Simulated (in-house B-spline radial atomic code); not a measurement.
Configurations of Rb VI (Rb5+), with energies counted from [Ar] 3d10 4s2 (4p1/2)2. Computed with a B-spline radial code for spherical atoms: Dirac-Hartree-Fock, average of each configuration as written, Fermi nucleus of rms radius 4.2036 fm. Energies include first-order Breit, QED and recoil terms.

Occupations are held fixed; configurations that lie above the ionisation limit could autoionise.

```
                                        configuration  E - E(ref) (eV)  highest orbital  its <r> (bohr)
                      [Ar] 3d10 4s2 (4p1/2)1 (4p3/2)1          0.31236            4p3/2           1.487
                               [Ar] 3d10 4s2 (4p3/2)2           1.8102            4p3/2           1.487
              [Ar] (3d3/2)3 (3d5/2)6 4s2 (4p3/2)2 6s1           166.32            6s1/2            4.64
         [Ar] (3d3/2)4 (3d5/2)5 4s2 (4p1/2)2 (8g9/2)1           181.62            8g9/2           14.25
[Ar] (3d3/2)3 (3d5/2)6 4s2 (4p1/2)1 (4p3/2)1 (8d5/2)1           181.69            8d5/2           12.09
```

Question: Order these further configurations by energy, lowest first.
A. [Ar] 3d10 4s2 (4p1/2)1 (8p3/2)1
B. [Ar] 3d10 4s2 (4p3/2)1 (7d3/2)1
C. [Ar] 3d10 4s1 (4p1/2)1 (4p3/2)1 (4f5/2)1
D. [Ar] 3d10 4s2 (4p3/2)1 (7f7/2)1
E. [Ar] (3d3/2)4 (3d5/2)5 4s2 (4p1/2)1 (4p3/2)1 (8f7/2)1

Answer: C (67.908 eV), B (69.894 eV), A (70.442 eV), D (72.548 eV), E (181.86 eV).

Question: How far above the reference does [Ne] 3s2 (3p1/2)2 (3p3/2)3 3d10 4s2 (4p1/2)2 (6d3/2)1 lie?

Answer: 301.75 eV; its least bound orbital is 6d3/2 with <r> = 5.966 bohr.
